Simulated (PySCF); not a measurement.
GeI, SMILES [I][Ge] (connectivity only; charge and spin as stated), charge +1, multiplicity 1.

Geometry optimised at B3LYP-D3(BJ)/def2-TZVP. The spin state was assumed, not searched. The def2 effective core potentials stand for the cores of I; spin–orbit coupling is left out.

All values below come from PySCF with r2SCAN/def2-TZVPD.

Computed frontier levels, gap, dipole moment and polarisability:
```
Quantity                                                          Result
------------------------------------------------  ----------------------
highest occupied level                                         -13.47 eV
lowest empty level                                              -9.80 eV
orbital gap                                                      3.67 eV
dipole moment about the centre of nuclear charge                  3.24 D
mean static polarisability                          54.1 bohr³ (8.02 Å³)
polarisability, principal values                  40.4, 40.4, 81.6 bohr³
```
